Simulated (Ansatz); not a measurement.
Coupled-cluster run, C2H8AlNO2 (`C[O][Al]([NH2])[O]C`).

```yaml
crystal:
  periodic: [false, false, false]
  atoms:
    - {symbol: C, position_ang: [0.177164, 0.512477, 2.216654]}
    - {symbol: O, position_ang: [0.397064, -0.547853, 1.343131]}
    - {symbol: Al, position_ang: [0.261889, -0.915398, -0.291277]}
    - {symbol: N, position_ang: [0.723130, -2.528388, -0.808319]}
    - {symbol: O, position_ang: [-0.283380, 0.157513, -1.464440]}
    - {symbol: C, position_ang: [-0.747189, 1.464412, -1.576901]}
    - {symbol: H, position_ang: [-0.580180, 0.242926, 2.961512]}
    - {symbol: H, position_ang: [1.099715, 0.759920, 2.753730]}
    - {symbol: H, position_ang: [-0.165575, 1.421356, 1.706064]}
    - {symbol: H, position_ang: [1.062938, -3.247266, -0.193190]}
    - {symbol: H, position_ang: [0.682810, -2.854196, -1.758511]}
    - {symbol: H, position_ang: [-1.776399, 1.473436, -1.953333]}
    - {symbol: H, position_ang: [-0.736539, 2.004226, -0.621536]}
    - {symbol: H, position_ang: [-0.128447, 2.027536, -2.284582]}
basis:
  gaussian: {orbitals: def2-TZVPP}
correlation: {method: ccsd_t}
output: {orbitals: {seedname: orbitals}}
```

```sh
$ ansatz run in.yaml --threads 2 --pin off --events-out ev --progress --plain --max-ram 31744MiB --backend cuda --devices 0, --max-vram 18GiB
```

Output of Ansatz, abridged:

```
Functional definition: HF
1843 factors; integrals over basis functions are off by at most 1.1e-3 eV
mean field evaluation 1: about -14327.1840 eV, gradient 5.7e1 eV
mean field evaluation 2: about -14327.4266 eV, gradient 5.8e1 eV
mean field evaluation 4: about -14333.6207 eV, gradient 4.4e0 eV
mean field evaluation 8: about -14333.7023 eV, gradient 3.7e-1 eV
mean field -14333.70287553 eV, -526.7538649428 hartree, gradient 5.2e-6 eV, S^2 0.000000; 0 other end points of the search recorded, 0 dependent functions left out
10 core orbitals not correlated: weight in the atoms' cores, before any rotation towards them, 1.000 or more for the frozen orbitals, at most 0.000 for the correlated occupied ones
reference -14333.70287553 eV, -526.7538649428 hartree; 18, 18 occupied and 281, 281 virtual orbitals, 1843 factors
second order -30.21034050 eV of doubles, -0.00000000 eV of singles
cycle   1  -30.45878872 eV  change   -2.5e-1 eV  update   1.1e-1
cycle   2  -31.12333329 eV  change   -6.6e-1 eV  update   3.2e-2
cycle   3  -31.28440951 eV  change   -1.6e-1 eV  update   1.6e-2
cycle   4  -31.27066450 eV  change    1.4e-2 eV  update   3.6e-3
cycle   5  -31.26986162 eV  change    8.0e-4 eV  update   1.7e-3
cycle   6  -31.27072878 eV  change   -8.7e-4 eV  update   4.6e-4
cycle   7  -31.27040284 eV  change    3.3e-4 eV  update   1.8e-4
cycle   8  -31.27032504 eV  change    7.8e-5 eV  update   4.6e-5
cycle   9  -31.27033343 eV  change   -8.4e-6 eV  update   1.8e-5
perturbative correction -1.12930398 eV, -0.0415011557 hartree
Total energy: -14366.10251294 eV, -527.9445296565 hartree
```

It took 5 s on 2 threads of an AMD EPYC 7R13 on a shared host and a share of an NVIDIA H100 80 GB, with 0.84 GiB of host memory at the peak.

The correlation energy is -32.400 eV, 3.5 % of it from (T); the T1 diagnostic reads 0.0112.
